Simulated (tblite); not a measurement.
C$_{4}$H$_{5}$, doublet, at a GFN2-xTB geometry; IPEA1-xTB (tblite 0.6.0).

Here is a job for tblite.
```
$ tblite run mol.xyz --method ipea1 --charge 0 --spin 1 --json tblite.json --no-restart

# file mol.xyz
9

C     -0.00487805    -0.07714410     0.26394931
C      0.19855614    -0.71836459    -0.91636831
C     -0.06383047     0.73604089    -0.99191477
C     -0.10307189    -0.06938417     1.60220965
H      0.40079764    -1.59828163    -1.47223199
H      0.74883323     1.41662743    -1.23105220
H     -1.02322444     1.09027825    -1.35918325
H      0.02216024    -0.97349051     2.17299880
H     -0.30922107     0.83797828     2.14221335
```

Question: Write the output that tblite gives for this input, abridged.

Answer: 
```
xTB calculator
 | screened Coulomb repulsion
 | Coulomb electrostatics
 |  * isotropic Klopman-Ohno-Mataga-Nishimoto electrostatics
 |  * onsite third-order electrostatics
 | DFT-D3(BJ) dispersion correction

halogen bonding energy    0.0000000000000E+00 Eh
repulsion energy          2.9288871344582E-01 Eh
dispersion energy        -2.3137676014925E-03 Eh
number of electrons       2.1000000000000E+01 e
integral cutoff           4.0000000000000E+01 bohr

------------------------------------------------------------
  cycle        total energy    energy error   density error
------------------------------------------------------------
      1     -12.24856342745  -1.2539138E+01   5.7346289E-01
      2     -12.24953081965  -9.6739220E-04   3.3739256E-01
      3     -12.15008624117   9.9444578E-02   1.5999529E-01
      4     -12.25649550012  -1.0640926E-01   1.3045645E-02
      5     -12.25712956640  -6.3406628E-04   6.4199292E-03
      6     -12.25733080672  -2.0124032E-04   6.5757950E-04
      7     -12.25733278918  -1.9824579E-06   2.8498031E-04
      8     -12.25733296997  -1.8079465E-07   5.2478672E-05
      9     -12.25733297101  -1.0373071E-09   3.2932040E-05
     10     -12.25733297311  -2.1031656E-09   7.1590107E-07
------------------------------------------------------------

electronic energy        -1.2547907918959E+01 Eh
total energy             -1.2257332973114E+01 Eh

Post processing:
 | Mayer-Wiberg bond orders

[Info] JSON dump of results written to 'tblite.json'
```
